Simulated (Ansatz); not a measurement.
Reaction (isomerisation): `[SiH3]SC1CO1` → `C[Si]1(S)CO1`

Gas-phase electronic energies from Ansatz, PBE0-D4/def2-TZVP geometries. CCSD(T)/CBS is the MP2 limit (def2-TZVPP, def2-QZVPP) plus CCSD(T) − MP2 in def2-TZVPP, frozen cores. DFT in def2-TZVPP. B3LYP here is the variant with VWN-RPA as its local correlation; programs differ in this. Each species was taken in one conformer, which may not be the lowest.

```json
{"level": "r2SCAN-D4", "ΔE (kcal/mol)": "-46.2"}
{"level": "PBE0-D4", "ΔE (kcal/mol)": "-43.9"}
{"level": "B3LYP-D4", "ΔE (kcal/mol)": "-44.8"}
{"level": "HF/def2-TZVPP", "ΔE (kcal/mol)": "-42.2"}
{"level": "CCSD/def2-TZVPP", "ΔE (kcal/mol)": "-45.3"}
{"level": "SCS-MP2/def2-QZVPP", "ΔE (kcal/mol)": "-45.3"}
{"level": "MP2/CBS(def2)", "ΔE (kcal/mol)": "-47.4"}
{"level": "CCSD/CBS(def2)", "ΔE (kcal/mol)": "-46.3"}
```

Problem. What does CCSD(T)/CBS give? (An estimate is asked.)

Solution. Computed: -46.2 kcal/mol. The listed levels differ from it by 0.0, 2.3, 1.4, 4.0, 0.9, 0.9, -1.2, -0.1 kcal/mol.

Largest T1 diagnostic among the species: 0.012.

In def2-TZVPP, CCSD(T) changes the Hartree–Fock value by −3.0 kcal/mol (the triples alone add +0.1 kcal/mol) and MP2 by −4.2 kcal/mol.
